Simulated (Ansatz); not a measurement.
C₅₄H₃₆⁺, that is [9]cycloparaphenylene with one electron fewer. The state is a doublet with charge 1. Geometry PBE-D4/def2-SVP, that of the neutral singlet; atoms count from 1.

```xyz
90

C     6.323   -1.536   -1.257
C     6.086   -0.892   -2.475
C     5.717    0.475   -2.525
C     5.818    1.204   -1.316
C     6.060    0.564   -0.099
C     6.209   -0.841   -0.028
C     5.931   -1.530    1.255
C     5.137   -2.701    1.238
C     4.444   -3.122    2.374
C     4.510   -2.400    3.591
C     5.473   -1.363    3.658
C     6.162   -0.934    2.519
C     3.423   -2.552    4.589
C     2.534   -3.654    4.568
C     1.253   -3.565    5.118
C     0.799   -2.376    5.740
C     1.778   -1.381    5.983
C     3.050   -1.461    5.413
C    -0.651   -2.083    5.836
C    -1.653   -3.083    5.776
C    -2.965   -2.776    5.401
C    -3.346   -1.453    5.064
C    -2.396   -0.438    5.329
C    -1.089   -0.743    5.704
C    -4.518   -1.136    4.213
C    -5.038   -2.105    3.321
C    -5.762   -1.732    2.185
C    -5.985   -0.369    1.870
C    -5.674    0.569    2.884
C    -4.970    0.194    4.030
C    -6.222    0.081    0.478
C    -6.609    1.404    0.145
C    -6.370    1.932   -1.129
C    -5.734    1.167   -2.138
C    -5.546   -0.208   -1.860
C    -5.782   -0.735   -0.591
C    -5.026    1.770   -3.292
C    -4.558    0.982   -4.372
C    -3.484    1.399   -5.161
C    -2.834    2.636   -4.930
C    -3.471    3.520   -4.025
C    -4.531    3.095   -3.219
C    -1.433    2.842   -5.373
C    -0.813    2.031   -6.357
C     0.577    1.900   -6.422
C     1.422    2.584   -5.514
C     0.811    3.553   -4.684
C    -0.577    3.676   -4.614
C     2.794    2.132   -5.187
C     3.082    0.747   -5.196
C     4.142    0.223   -4.453
C     4.972    1.058   -3.667
C     4.816    2.455   -3.840
C     3.752    2.980   -4.579
H     6.536   -2.616   -1.253
H     6.123   -1.481   -3.405
H     5.561    2.274   -1.304
H     5.985    1.148    0.831
H     4.944   -3.209    0.283
H     3.730   -3.951    2.268
H     5.640   -0.832    4.607
H     6.846   -0.075    2.598
H     2.810   -4.570    4.025
H     0.552   -4.397    4.955
H     1.510   -0.477    6.550
H     3.726   -0.600    5.520
H    -1.388   -4.134    5.965
H    -3.694   -3.596    5.305
H    -2.641    0.610    5.104
H    -0.359    0.077    5.758
H    -4.771   -3.165    3.449
H    -6.075   -2.516    1.479
H    -5.882    1.637    2.721
H    -4.681    0.974    4.751
H    -7.046    2.056    0.915
H    -6.628    2.985   -1.322
H    -5.072   -0.856   -2.612
H    -5.485   -1.775   -0.397
H    -4.979   -0.020   -4.541
H    -3.073    0.694   -5.899
H    -3.070    4.533   -3.874
H    -4.900    3.773   -2.436
H    -1.433    1.435   -7.044
H     1.016    1.202   -7.152
H     1.428    4.123   -3.974
H    -1.001    4.342   -3.849
H     2.376    0.051   -5.674
H     4.235   -0.869   -4.371
H     5.503    3.148   -3.329
H     3.622    4.072   -4.631
```

Single mean-field runs in def2-SVP are fitted with def2-universal-jkfit.

Question: Estimate the Mulliken populations of the heavy atoms from the PBE0/def2-SVP orbitals of Ansatz.

Answer: 
```json
{"atom": "C1", "charge (e)": "-0.04", "spin (α − β)": "0.01"}
{"atom": "C2", "charge (e)": "-0.04", "spin (α − β)": "0.01"}
{"atom": "C3", "charge (e)": "0.04", "spin (α − β)": "0.04"}
{"atom": "C4", "charge (e)": "-0.03", "spin (α − β)": "0.00"}
{"atom": "C5", "charge (e)": "-0.02", "spin (α − β)": "0.01"}
{"atom": "C6", "charge (e)": "0.03", "spin (α − β)": "0.04"}
{"atom": "C7", "charge (e)": "0.04", "spin (α − β)": "0.05"}
{"atom": "C8", "charge (e)": "-0.02", "spin (α − β)": "0.00"}
{"atom": "C9", "charge (e)": "-0.03", "spin (α − β)": "0.01"}
{"atom": "C10", "charge (e)": "0.05", "spin (α − β)": "0.03"}
{"atom": "C11", "charge (e)": "-0.04", "spin (α − β)": "0.02"}
{"atom": "C12", "charge (e)": "-0.04", "spin (α − β)": "0.00"}
{"atom": "C13", "charge (e)": "0.05", "spin (α − β)": "0.05"}
{"atom": "C14", "charge (e)": "-0.04", "spin (α − β)": "0.00"}
{"atom": "C15", "charge (e)": "-0.03", "spin (α − β)": "0.01"}
{"atom": "C16", "charge (e)": "0.04", "spin (α − β)": "0.04"}
{"atom": "C17", "charge (e)": "-0.04", "spin (α − β)": "0.01"}
{"atom": "C18", "charge (e)": "-0.03", "spin (α − β)": "0.01"}
{"atom": "C19", "charge (e)": "0.05", "spin (α − β)": "0.05"}
{"atom": "C20", "charge (e)": "-0.04", "spin (α − β)": "0.01"}
{"atom": "C21", "charge (e)": "-0.04", "spin (α − β)": "0.01"}
{"atom": "C22", "charge (e)": "0.05", "spin (α − β)": "0.04"}
{"atom": "C23", "charge (e)": "-0.03", "spin (α − β)": "0.01"}
{"atom": "C24", "charge (e)": "-0.03", "spin (α − β)": "0.00"}
{"atom": "C25", "charge (e)": "0.05", "spin (α − β)": "0.05"}
{"atom": "C26", "charge (e)": "-0.03", "spin (α − β)": "0.01"}
{"atom": "C27", "charge (e)": "-0.04", "spin (α − β)": "0.00"}
{"atom": "C28", "charge (e)": "0.05", "spin (α − β)": "0.05"}
{"atom": "C29", "charge (e)": "-0.03", "spin (α − β)": "0.01"}
{"atom": "C30", "charge (e)": "-0.04", "spin (α − β)": "0.00"}
{"atom": "C31", "charge (e)": "0.05", "spin (α − β)": "0.04"}
{"atom": "C32", "charge (e)": "-0.04", "spin (α − β)": "0.01"}
{"atom": "C33", "charge (e)": "-0.04", "spin (α − β)": "0.01"}
{"atom": "C34", "charge (e)": "0.05", "spin (α − β)": "0.05"}
{"atom": "C35", "charge (e)": "-0.03", "spin (α − β)": "0.00"}
{"atom": "C36", "charge (e)": "-0.03", "spin (α − β)": "0.01"}
{"atom": "C37", "charge (e)": "0.04", "spin (α − β)": "0.04"}
{"atom": "C38", "charge (e)": "-0.04", "spin (α − β)": "0.01"}
{"atom": "C39", "charge (e)": "-0.03", "spin (α − β)": "0.01"}
{"atom": "C40", "charge (e)": "0.05", "spin (α − β)": "0.05"}
{"atom": "C41", "charge (e)": "-0.04", "spin (α − β)": "0.00"}
{"atom": "C42", "charge (e)": "-0.03", "spin (α − β)": "0.01"}
{"atom": "C43", "charge (e)": "0.05", "spin (α − β)": "0.03"}
{"atom": "C44", "charge (e)": "-0.04", "spin (α − β)": "0.02"}
{"atom": "C45", "charge (e)": "-0.04", "spin (α − β)": "0.00"}
{"atom": "C46", "charge (e)": "0.04", "spin (α − β)": "0.05"}
{"atom": "C47", "charge (e)": "-0.02", "spin (α − β)": "0.00"}
{"atom": "C48", "charge (e)": "-0.03", "spin (α − β)": "0.01"}
{"atom": "C49", "charge (e)": "0.03", "spin (α − β)": "0.04"}
{"atom": "C50", "charge (e)": "-0.02", "spin (α − β)": "0.01"}
{"atom": "C51", "charge (e)": "-0.03", "spin (α − β)": "0.00"}
{"atom": "C52", "charge (e)": "0.04", "spin (α − β)": "0.04"}
{"atom": "C53", "charge (e)": "-0.04", "spin (α − β)": "0.01"}
{"atom": "C54", "charge (e)": "-0.04", "spin (α − β)": "0.01"}
```
Mulliken values depend strongly on the basis.

Question: Where does the spin sit?

Answer: Summed by element: C 1.02, H -0.02, of 1 unpaired in all. Largest on single atoms: C13 0.05, C40 0.05, C19 0.05.

Question: And the Mayer bond orders between heavy atoms (over 0.3, the first 40 of 63)?

Answer: C1–C2 1.45 (1.40 Å); C1–C6 1.32 (1.42 Å); C2–C3 1.32 (1.42 Å); C3–C4 1.34 (1.42 Å); C3–C52 1.06 (1.48 Å); C4–C5 1.46 (1.40 Å); C5–C6 1.35 (1.41 Å); C6–C7 1.05 (1.48 Å); C7–C8 1.34 (1.41 Å); C7–C12 1.32 (1.42 Å); C8–C9 1.47 (1.40 Å); C9–C10 1.33 (1.42 Å); C10–C11 1.32 (1.42 Å); C10–C13 1.06 (1.48 Å); C11–C12 1.45 (1.40 Å); C13–C14 1.32 (1.42 Å); C13–C18 1.33 (1.42 Å); C14–C15 1.46 (1.40 Å); C15–C16 1.33 (1.42 Å); C16–C17 1.32 (1.42 Å); C16–C19 1.06 (1.48 Å); C17–C18 1.47 (1.40 Å); C19–C20 1.32 (1.42 Å); C19–C24 1.33 (1.42 Å); C20–C21 1.46 (1.40 Å); C21–C22 1.31 (1.42 Å); C22–C23 1.33 (1.42 Å); C22–C25 1.07 (1.48 Å); C23–C24 1.48 (1.39 Å); C25–C26 1.33 (1.42 Å); C25–C30 1.32 (1.42 Å); C26–C27 1.47 (1.40 Å); C27–C28 1.32 (1.42 Å); C28–C29 1.33 (1.42 Å); C28–C31 1.07 (1.48 Å); C29–C30 1.47 (1.40 Å); C31–C32 1.31 (1.42 Å); C31–C36 1.33 (1.42 Å); C32–C33 1.46 (1.40 Å); C33–C34 1.32 (1.42 Å).
